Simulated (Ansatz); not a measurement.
Basis-set extrapolation for `CO[Si](O)([SiH3])Cl` (PBE0-D4/def2-TZVP geometry, frozen core, Ansatz 0.2.0). Multiplicity 1, RHF reference.

```tsv
	def2-TZVPP	def2-QZVPP
HF	-1229.304611	-1229.345021
MP2 correlation	-1.080368	-1.169677
CCSD(T) correlation	-1.183238	not run
```

Energies in hartree. Use E(X) = E(∞) + A·exp(−7.88·√X) for Hartree–Fock and E(X) = E(∞) + B·X^(−2.97) for correlation, with X = 3 and 4, and add CCSD(T) minus MP2 of the smaller set to the MP2 limit.

Question: What is the CCSD(T) energy at the basis-set limit?

Answer: HF limit: -1229.345021 + (-0.040410) × 0.13774 = -1229.35059. MP2 limit: -1.169677 + (-0.089309) × 0.74074 = -1.23583. Higher-order term: -1.183238 − (-1.080368) = -0.10287. Total: -1230.68929 hartree, 126.4 kcal/mol below CCSD(T)/def2-TZVPP.
